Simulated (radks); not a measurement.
Results of a calculation; reference values are marked as such.
Task: Neutral technetium, [Kr] 4d5 5s2. Code: a radial shooting solver on a logarithmic mesh with Libxc functionals. Model: non-relativistic Kohn-Sham, exchange-only PBE, spin-polarised, spherical densities, point nucleus. Every spin shell is full or empty, so the densities are truly spherical. Functionals are evaluated on that one density, not self-consistently. Rank these orbital-free kinetic functionals by their error against the exact value of the orbitals, and give that value: Thomas-Fermi, von Weizsacker, TF + vW, TF + vW/9, APBEK, revAPBEK, Pearson, LKT, Ernzerhof.

Result: Exact: 4204.26 hartree. From best to worst, with 100 (|E| - |E exact|)/|E exact| (equal figures are ties): APBEK +0.14, revAPBEK +0.34, Ernzerhof -0.37, TF + vW/9 -0.68, Pearson -0.96, Thomas-Fermi -5.53, LKT +20.36, TF + vW +38.17, von Weizsacker -56.30.
